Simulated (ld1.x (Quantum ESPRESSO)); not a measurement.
u(r) = r·R(r): atom against pseudo-atom (sulfur (S))

Columns: radius, all-electron u(r) and pseudo u(r) of the 3s shell (level -27.63 eV) of sulfur in the configuration [Ne] 3s2 3p3; LDA (PZ), scalar-relativistic, RRKJ scheme, ld1.x (Quantum ESPRESSO) 7.5.

```json
{"r (bohr)": "0.055", "all-electron": "0.2269", "pseudo": "0.0912"}
{"r (bohr)": "0.110", "all-electron": "0.0756", "pseudo": "0.1733"}
{"r (bohr)": "0.165", "all-electron": "-0.1392", "pseudo": "0.2384"}
{"r (bohr)": "0.220", "all-electron": "-0.3077", "pseudo": "0.2812"}
{"r (bohr)": "0.275", "all-electron": "-0.4022", "pseudo": "0.3007"}
{"r (bohr)": "0.330", "all-electron": "-0.4264", "pseudo": "0.3006"}
{"r (bohr)": "0.385", "all-electron": "-0.3945", "pseudo": "0.2878"}
{"r (bohr)": "0.440", "all-electron": "-0.3223", "pseudo": "0.2707"}
{"r (bohr)": "0.495", "all-electron": "-0.2238", "pseudo": "0.2566"}
{"r (bohr)": "0.550", "all-electron": "-0.1104", "pseudo": "0.2509"}
{"r (bohr)": "0.605", "all-electron": "0.0091", "pseudo": "0.2578"}
{"r (bohr)": "0.660", "all-electron": "0.1283", "pseudo": "0.2802"}
{"r (bohr)": "0.715", "all-electron": "0.2428", "pseudo": "0.3207"}
{"r (bohr)": "0.770", "all-electron": "0.3495", "pseudo": "0.3799"}
{"r (bohr)": "0.825", "all-electron": "0.4465", "pseudo": "0.4538"}
{"r (bohr)": "0.880", "all-electron": "0.5328", "pseudo": "0.5334"}
{"r (bohr)": "0.935", "all-electron": "0.6080", "pseudo": "0.6080"}
{"r (bohr)": "0.990", "all-electron": "0.6722", "pseudo": "0.6722"}
{"r (bohr)": "1.045", "all-electron": "0.7257", "pseudo": "0.7257"}
{"r (bohr)": "1.100", "all-electron": "0.7690", "pseudo": "0.7690"}
{"r (bohr)": "1.155", "all-electron": "0.8030", "pseudo": "0.8030"}
{"r (bohr)": "1.210", "all-electron": "0.8283", "pseudo": "0.8283"}
{"r (bohr)": "1.265", "all-electron": "0.8457", "pseudo": "0.8457"}
{"r (bohr)": "1.320", "all-electron": "0.8561", "pseudo": "0.8561"}
{"r (bohr)": "1.375", "all-electron": "0.8601", "pseudo": "0.8601"}
{"r (bohr)": "1.430", "all-electron": "0.8586", "pseudo": "0.8586"}
```

Q: How many radial nodes do the two functions have?

A: The all-electron 3s function has n − l − 1 = 2; the pseudo-wave has 0, since the states of the same l below it are removed with the core.

Q: At about which radius was the pseudo-wave matched?

A: 0.95 bohr, where the columns begin to agree (steps of 0.06 bohr).

Q: Is the pseudo-wave norm-conserving?

A: Yes: the RRKJ scheme keeps the norm inside the radius equal to the all-electron one, which fixes the energy derivative of the logarithmic derivative at the level.
